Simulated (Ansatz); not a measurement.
This geometry of GeH4 (5 atoms, charge 0, multiplicity 1) is a first-order saddle point.

Computed with RKS PBE0/def2-TZVP in Ansatz.

```xyz
5
Properties=species:S:1:pos:R:3
Ge 0.250 0.000 -0.469
H 0.591 0.000 1.203
H 1.547 0.000 0.413
H -0.556 1.265 -0.122
H -0.556 -1.265 -0.122
```

Q: Which two structures does it join? (They come from a converged band through this point; their orientation in space is the band's.)

A: Bonds formed: H2–H3. GeH4 becomes GeH2 + H2.

Initial state:

```xyz
5
Properties=species:S:1:pos:R:3
Ge 0.255 0.000 0.181
H 0.255 0.000 1.715
H 1.702 0.000 -0.331
H -0.468 1.253 -0.331
H -0.468 -1.253 -0.331
```

Final state:

```xyz
5
Properties=species:S:1:pos:R:3
Ge 0.223 0.000 -0.788
H 0.801 0.000 1.128
H 1.462 0.000 0.695
H -0.605 1.146 -0.066
H -0.605 -1.146 -0.066
```

Q: How far does it lie above each of them?

A: 51.6 kcal/mol above the first and 12.5 kcal/mol above the second. This is the barrier of this one path; another mechanism may lie lower.

The run took 81 s on 1 thread of Arm Neoverse V2, on a shared host, peak memory 0.13 GiB.
